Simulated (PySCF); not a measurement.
PySCF input (M06-2X/6-31G* (5d)):

```python
from pyscf import gto, dft

mol = gto.M(
    atom='''
    C     1.53135800    0.34930600    0.14838200
    Si   -0.30050500    0.31653100    0.19603400
    F    -0.83770300   -0.99927100   -0.55858700
    H     2.13709500   -0.53308500    0.32384300
    H     2.09452700    1.25856800   -0.02927100
    H    -0.81348700    0.23745600    1.58321000
    H    -0.85988900    1.50322400   -0.48527000
    ''',
    basis='6-31g*',
    charge=0,
    spin=1,
    verbose=4,
)

mf = dft.UKS(mol, xc='m062x')
mf.grids.level = 4
mf.conv_tol = 1e-9
mf.max_cycle = 100
mf.max_memory = 1500
mf.kernel()
if not mf.converged:
    mf = mf.newton()
    mf.kernel(mf.make_rdm1())
mo, _, stable, _ = mf.stability(return_status=True)
if not stable:
    mf.kernel(mf.make_rdm1(mo, mf.mo_occ))
    stable = mf.stability(return_status=True)[2]
mf.dip_moment()
```

Output:

```
PySCF version 2.14.0

[INPUT] verbose = 4
[INPUT] num. atoms = 7
[INPUT] num. electrons = 33
[INPUT] charge = 0
[INPUT] spin (= nelec alpha-beta = 2S) = 1
[INPUT] symmetry False subgroup None
[INPUT] Mole.unit = angstrom
[INPUT] Symbol           X                Y                Z      unit          X                Y                Z       unit  Magmom
[INPUT]  1 C      1.531358000000   0.349306000000   0.148382000000 AA    2.893847218662   0.660092673667   0.280401341815 Bohr   0.0
[INPUT]  2 Si    -0.300505000000   0.316531000000   0.196034000000 AA   -0.567872149062   0.598156899935   0.370450571103 Bohr   0.0
[INPUT]  3 F     -0.837703000000  -0.999271000000  -0.558587000000 AA   -1.583029243727  -1.888348514220  -1.055576446742 Bohr   0.0
[INPUT]  4 H      2.137095000000  -0.533085000000   0.323843000000 AA    4.038524252177  -1.007384651114   0.611974577358 Bohr   0.0
[INPUT]  5 H      2.094527000000   1.258568000000  -0.029271000000 AA    3.958082390507   2.378348829142  -0.055314173392 Bohr   0.0
[INPUT]  6 H     -0.813487000000   0.237456000000   1.583210000000 AA   -1.537267635894   0.448726806635   2.991833297673 Bohr   0.0
[INPUT]  7 H     -0.859889000000   1.503224000000  -0.485270000000 AA   -1.624954707526   2.840681663873  -0.917027396468 Bohr   0.0

nuclear repulsion = 107.515635778235
number of shells = 28
number of NR pGTOs = 121
number of NR cGTOs = 54
basis = 6-31g*
ecp = {}

******** <class 'pyscf.dft.uks.UKS'> ********
method = UKS
initial guess = minao
damping factor = 0
level_shift factor = 0
DIIS = <class 'pyscf.scf.diis.CDIIS'>
diis_start_cycle = 1
diis_space = 8
diis_damp = 0
SCF conv_tol = 1e-09
SCF conv_tol_grad = None
SCF max_cycles = 100
direct_scf = True
direct_scf_tol = 1e-13
number electrons alpha = 17  beta = 16
XC library pyscf.dft.libxc version 7.1.2
    S. Lehtola, C. Steigemann, M. J. T. Oliveira, and M. A. L. Marques,  SoftwareX 7, 1–5 (2018)
XC functionals = m062x
    Y. Zhao and D. G. Truhlar,  Theor. Chem. Acc. 120, 215 (2008)
    Y. Zhao and D. G. Truhlar,  Theor. Chem. Acc. 120, 215 (2008)
radial grids:
    Treutler-Ahlrichs [JCP 102, 346 (1995); DOI:10.1063/1.469408] (M4) radial grids

becke partition: Becke, JCP 88, 2547 (1988); DOI:10.1063/1.454033
pruning grids: <function nwchem_prune>
grids dens level: 4
symmetrized grids: False
atomic radii adjust function: <function treutler_atomic_radii_adjust>
small_rho_cutoff = 0
Set gradient conv threshold to 3.16228e-05
tot grids = 149200
init E= -429.704969017238
  alpha nocc = 17  HOMO = -0.205996896113824  LUMO = 0.011141870761822
  beta  nocc = 16  HOMO = -0.373745761393707  LUMO = -0.205996896113823

WARN: HOMO -0.205996896113824 >= LUMO -0.205996896113823

cycle= 1 E= -429.682179766314  delta_E= 0.0228  |g|= 0.342  |ddm|= 1.53
  alpha nocc = 17  HOMO = -0.293580208350039  LUMO = 0.0681413497722874
  beta  nocc = 16  HOMO = -0.358762789321726  LUMO = -0.0598845532460812
  HOMO = -0.29358020835  LUMO = -0.0598845532461  gap/eV = 6.35918
cycle= 2 E= -429.681561118767  delta_E= 0.000619  |g|= 0.391  |ddm|= 0.505
  alpha nocc = 17  HOMO = -0.296303904282968  LUMO = 0.0707191740921744
  beta  nocc = 16  HOMO = -0.394003274257552  LUMO = -0.0557157959413819
  HOMO = -0.296303904283  LUMO = -0.0557157959414  gap/eV = 6.54674
cycle= 3 E= -429.729439700778  delta_E= -0.0479  |g|= 0.0212  |ddm|= 0.254
  alpha nocc = 17  HOMO = -0.301833334304725  LUMO = 0.0742632057233759
  beta  nocc = 16  HOMO = -0.391479932677609  LUMO = -0.0524826322726177
  HOMO = -0.301833334305  LUMO = -0.0524826322726  gap/eV = 6.78518
cycle= 4 E= -429.729876950286  delta_E= -0.000437  |g|= 0.0105  |ddm|= 0.0363
  alpha nocc = 17  HOMO = -0.299232198688038  LUMO = 0.0746598120802773
  beta  nocc = 16  HOMO = -0.392461938708668  LUMO = -0.0479292454613809
  HOMO = -0.299232198688  LUMO = -0.0479292454614  gap/eV = 6.83830
cycle= 5 E= -429.729964995176  delta_E= -8.8e-05  |g|= 0.00333  |ddm|= 0.0135
  alpha nocc = 17  HOMO = -0.301043358800313  LUMO = 0.0743085822493299
  beta  nocc = 16  HOMO = -0.392874531321738  LUMO = -0.0484987371488113
  HOMO = -0.3010433588  LUMO = -0.0484987371488  gap/eV = 6.87209
cycle= 6 E= -429.729978297622  delta_E= -1.33e-05  |g|= 0.000983  |ddm|= 0.0062
  alpha nocc = 17  HOMO = -0.301038771505589  LUMO = 0.0744453085898296
  beta  nocc = 16  HOMO = -0.392748242035084  LUMO = -0.0481789175602954
  HOMO = -0.301038771506  LUMO = -0.0481789175603  gap/eV = 6.88067
cycle= 7 E= -429.729979783942  delta_E= -1.49e-06  |g|= 0.000208  |ddm|= 0.00249
  alpha nocc = 17  HOMO = -0.30108586537354  LUMO = 0.0744151016365797
  beta  nocc = 16  HOMO = -0.392802140667704  LUMO = -0.048184373128374
  HOMO = -0.301085865374  LUMO = -0.0481843731284  gap/eV = 6.88180
cycle= 8 E= -429.729979848278  delta_E= -6.43e-08  |g|= 6.27e-05  |ddm|= 0.000505
  alpha nocc = 17  HOMO = -0.301074667880009  LUMO = 0.0744258913074995
  beta  nocc = 16  HOMO = -0.392790775683723  LUMO = -0.0481768562503246
  HOMO = -0.30107466788  LUMO = -0.0481768562503  gap/eV = 6.88170
cycle= 9 E= -429.729979854937  delta_E= -6.66e-09  |g|= 1.89e-05  |ddm|= 0.000135
  alpha nocc = 17  HOMO = -0.301075414604875  LUMO = 0.0744240437447146
  beta  nocc = 16  HOMO = -0.392791767319602  LUMO = -0.0481807240691801
  HOMO = -0.301075414605  LUMO = -0.0481807240692  gap/eV = 6.88162
cycle= 10 E= -429.729979856005  delta_E= -1.07e-09  |g|= 6.41e-06  |ddm|= 5.49e-05
  alpha nocc = 17  HOMO = -0.3010748728587  LUMO = 0.074424099399315
  beta  nocc = 16  HOMO = -0.392791374582204  LUMO = -0.0481808353008617
  HOMO = -0.301074872859  LUMO = -0.0481808353009  gap/eV = 6.88160
cycle= 11 E= -429.729979856163  delta_E= -1.58e-10  |g|= 2.27e-06  |ddm|= 2.21e-05
  alpha nocc = 17  HOMO = -0.301075007430928  LUMO = 0.0744240884085925
  beta  nocc = 16  HOMO = -0.392791292606358  LUMO = -0.0481809532440294
  HOMO = -0.301075007431  LUMO = -0.048180953244  gap/eV = 6.88160
Extra cycle  E= -429.729979856171  delta_E= -8.64e-12  |g|= 1.49e-06  |ddm|= 4.12e-06
converged SCF energy = -429.729979856171  <S^2> = 0.75444403  2S+1 = 2.0044391
uhf_internal: lowest eigs of H = [0.33570492 0.44153846 0.48364669]
<class 'pyscf.dft.uks.UKS'> wavefunction is stable in the internal stability analysis
Dipole moment(X, Y, Z, Debye):  1.29140,  1.10234,  0.61515
```

The geometry given is a B3LYP-D3(BJ)/def2-TZVP minimum.
